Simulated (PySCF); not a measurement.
Input of an EPR job (settings, then geometry in Å):

```
{"job": {"kind": "epr", "basis": "pcH-1"}, "charge": 0, "multiplicity": 2}
C     -0.810714     1.331355    -0.342478
C     -0.218838     0.024240    -0.054106
C     -0.751404    -1.374916     0.137759
N      0.617604    -1.747533     0.558924
C      1.030706    -0.492117     0.321405
C      2.306776     0.082854     0.449546
N      3.329205     0.594769     0.537607
H     -0.044027     2.100201    -0.414238
H     -1.377772     1.288572    -1.275525
H     -1.520239     1.606298     0.443311
H     -1.496355    -1.515962     0.921526
H     -1.063745    -1.898447    -0.765628
```

Method: PySCF, UKS B3LYP, pcH-1 on C H N, non-relativistic, mean-field spin-orbit, GIAO. Geometry: GFN2-xTB; no solvent, vibrations or thermal averaging. A GFN2-xTB geometry isn't a minimum of the functional, and hyperfine couplings can be far from their values at a DFT geometry.

Output of the driver script. The program numbers atoms from 0.

```
UKS, coarse grid
  cycle   1  E = -302.87397534  |g| = 3.62e-01
  cycle   2  E = -302.67009549  |g| = 7.84e-01
  cycle   3  E = -302.93750482  |g| = 9.83e-02
  cycle   4  E = -302.94119884  |g| = 5.28e-02
  cycle   5  E = -302.94230616  |g| = 2.86e-02
  cycle   6  E = -302.94270678  |g| = 7.10e-03
  cycle   7  E = -302.94277711  |g| = 4.47e-03
  cycle   8  E = -302.94279711  |g| = 2.04e-03
  cycle   9  E = -302.94280228  |g| = 8.43e-04
UKS, final grid
  cycle   1  E = -302.94279638  |g| = 1.07e-03
  cycle   2  E = -302.94279574  |g| = 1.68e-03
  cycle   3  E = -302.94279704  |g| = 3.62e-04
  cycle   4  E = -302.94279710  |g| = 1.60e-04
  cycle   5  E = -302.94279715  |g| = 1.19e-04
  cycle   6  E = -302.94279717  |g| = 4.51e-05
  cycle   7  E = -302.94279717  |g| = 1.12e-05
E = -302.94279717 Eh   <S^2> = 0.7830 (exact 0.7500)
g shifts (ppm)      1          2          3
  rmc          -183       -183       -183
  gc            -11         40         22
  oz_so         -31        867       2533
  total        -225        724       2372
hyperfine (MHz)  atom isotope    a_iso     a_fc   dipolar eigenvalues
    0   13C     -22.52     -22.52     -2.11      0.83      1.28
    1   13C      66.00      66.00    -53.33    -52.16    105.49
    2   13C     -28.40     -28.40     -1.62     -0.14      1.76
    3   14N      21.28      21.28    -28.88    -28.00     56.88
    4   13C     -50.57     -50.57    -27.26     12.27     15.00
    5   13C       7.91       7.91     -2.53     -0.31      2.84
    6   14N      -1.30      -1.30     -4.01      1.25      2.76
    7    1H       3.32       3.32     -3.51     -2.82      6.32
    8    1H      74.60      74.60     -4.00     -2.62      6.61
    9    1H      92.40      92.40     -4.13     -2.54      6.67
   10    1H      18.02      18.02     -6.49     -1.08      7.57
   11    1H      19.93      19.93     -6.49     -0.81      7.30
```

|g| in the SCF lines is the orbital gradient. In the g block, columns 1 to 3 are the principal axes in rising order; rmc is the relativistic mass correction, gc the gauge correction and oz_so the orbital-Zeeman/spin–orbit term. a_fc is the Fermi-contact part of a_iso, here all of it, since this run has no spin–orbit term in the hyperfine coupling.

(1) Is the state sound, as far as the log shows?

(2) What are the principal g values and g_iso?

(3) Which couplings shape the isotropic spectrum at natural abundance (0.05 mT or more)? Keep the log's numbering.

(4) What are the principal values of the full tensor of atom 3 (14N)?

Answers

(1) The SCF converged after 16 cycles in all, 9 of them on the coarse grid; no stability test was run. The unrestricted determinant has ⟨S²⟩ = 0.7830 (exact 0.7500), 4.4 % above the value of a pure doublet state.

(2) Adding the total shifts to 2.002319 gives 2.00209, 2.00304, 2.00469; their mean shift is 957 ppm, so g_iso = 2.00328.

(3) atoms 7, 8, 9 (1H, I = 1/2): mean 56.8 MHz = 2.02 mT in magnitude, a 1:3:3:1 quartet; atom 3 (14N, I = 1): 21.3 MHz = 0.76 mT in magnitude, a 1:1:1 triplet; atoms 10, 11 (1H, I = 1/2): mean 19.0 MHz = 0.68 mT in magnitude, a 1:2:1 triplet. Together 36 lines to first order. Means are taken over nuclei equivalent by connectivity, which assumes that they swap fast. The three 1H nuclei of mean +56.8 MHz run from 3.3 to 92.4 MHz in the frozen geometry.

(4) a_iso plus each dipolar eigenvalue: -7.59, -6.71, 78.16 MHz.

The species is `C[C]1CN=C1C#N` [radical]. The run used 225 basis functions and 6 iterations of the response equations.
Labels such as C1 count atoms from 1, the log's own numbers from 0.
